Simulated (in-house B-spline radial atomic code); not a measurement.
Checks on a self-consistent run for Bi3+, [Xe] 4f14 5d10 6s1 8d1. Level of theory: Dirac-Hartree-Fock, average of configuration, Fermi nucleus of rms radius 5.5211 fm; calculated with a radial B-spline atomic code at the basis-set limit.

```tsv
orbital	q	ε (Eh)	<1/r>	<r²>	small-component weight
1s1/2	2	-3350.81292	103.167	0.000346322	0.10052
2s1/2	2	-608.78012	25.5795	0.00518503	0.02326
2p1/2	2	-583.87391	25.4886	0.00365304	0.023314
2p3/2	4	-498.49897	20.2326	0.00482919	0.020448
3s1/2	2	-150.67927	9.38867	0.0335062	0.0078621
3p1/2	2	-139.48708	9.28562	0.0304929	0.0077933
3p3/2	4	-120.13287	7.91555	0.0367546	0.0069715
3d3/2	4	-102.00984	7.79637	0.028075	0.0068274
3d5/2	6	-97.94305	7.49333	0.0297718	0.0066067
4s1/2	2	-37.11623	3.97391	0.160266	0.002695
4p1/2	2	-32.21573	3.86239	0.162607	0.0025983
4p3/2	4	-27.38385	3.40917	0.19194	0.0023081
4d3/2	4	-19.41194	3.21018	0.198766	0.0020997
4d5/2	6	-18.49995	3.1047	0.209004	0.0020188
5s1/2	2	-8.05619	1.6325	0.792901	0.00070356
5p1/2	2	-6.28306	1.51688	0.901238	0.00062396
5p3/2	4	-5.34972	1.35706	1.07392	0.00053479
4f5/2	6	-8.08935	2.76895	0.226696	0.0016516
4f7/2	8	-7.88079	2.72885	0.232813	0.0016184
5d3/2	4	-2.74907	1.10851	1.58231	0.00037194
5d5/2	6	-2.62955	1.068	1.68711	0.0003486
6s1/2	1	-1.88446	0.648728	4.43124	0.00014393
8d3/2	0.4	-0.27354	0.130347	119.676	1.1743e-05
8d5/2	0.6	-0.27108	0.129025	122.004	1.1603e-05
```

Electron-electron repulsion V_ee = 7797.7813 hartree.

**Question.** What total energy follows from the eigenvalues?

**Answer.** The eigenvalues count the repulsion twice, so E = Σqε - V_ee = -13764.928 - 7797.781 = -21562.710 hartree; the run printed -21562.710.

**Question.** Does the Dirac virial theorem hold?

**Answer.** For a point nucleus E = -2c²Σq·w, with w the small-component weight. Here Σq·w = 0.57385 and c = 137.0360, so the ratio E/(-2c²Σq·w) is 1.000479; the finite nucleus accounts for the departure from 1.

**Question.** What diamagnetic shielding (Lamb formula) and susceptibility (Langevin formula) do the radii give?

**Answer.** σ = (α²/3)Σq<1/r> = 657.127/(3·137.036²) = 11664 ppm, and χ = -0.79199×10⁻⁶·Σq<r²> = -124.3×10⁻⁶ cm³/mol with Σq<r²> = 156.93 bohr². Both are non-relativistic formulas without the paramagnetism of open shells; for so heavy an element the full relativistic shielding is larger by tens of per cent.
